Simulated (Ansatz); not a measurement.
**A correction line for r2SCAN-D4/def2-TZVPP: vertical ionisation energy**

The vertical ionisation energy (cation less neutral) in eV of 8 molecular compounds of Ge: x at r2SCAN-D4/def2-TZVPP, y at CCSD(T)/def2-TZVPP. Shapes, held fixed at every level: PBE0-D4/def2-TZVP. Flexible molecules stand in one conformer, not always the lowest. Programs: Ansatz 0.2.0.

| molecule | x (eV) | y (eV) |
| --- | --- | --- |
| C3H8GeO (SMILES C[CH2][Ge][O]C) | 8.12 | 8.34 |
| C2H6GeS2 (SMILES C[S][Ge][S]C) | 8.57 | 8.83 |
| Ge(CH3)(OH) | 8.81 | 8.95 |
| GeH(NH2) | 8.91 | 8.98 |
| Ge(OH)(SH) | 9.53 | 9.56 |
| GeBr2 (SMILES [Br][Ge][Br]) | 9.77 | ? |
| CH4GeO2 (SMILES C[O][Ge][OH]) | 9.98 | 10.20 |
| GeF2 (SMILES [F][Ge][F]) | 11.52 | 11.64 |

**Question.** Fit y = c + s·x to the known rows and predict y for GeBr2.

**Answer.** 
1. Means of the 7 rows: x = 9.3486, y = 9.500.
2. Σ(Δx)² = 7.7447, Σ(Δx·Δy) = 7.5708, so the slope is 7.5708/7.7447 = 0.97755.
3. Intercept: 9.500 − (0.97755) × 9.3486 = 0.361. The largest residual of the fit is 0.12.
4. GeBr2: 0.361 + 0.97755 × 9.77 = 9.91 eV.

CCSD(T)/def2-TZVPP gives 9.83 eV, so the prediction is off by +0.08 eV, within the largest residual. Uncorrected, r2SCAN-D4/def2-TZVPP misses GeBr2 by -0.06 eV, and the other rows by 0.15 on average. The line makes this one worse. Left out in turn, the other rows are missed by 0.09 eV on average. Cations run unrestricted. Relativity is left out for Br, Ge. Outer-core shells of Br, Ge are correlated, in sets that cover them unevenly.
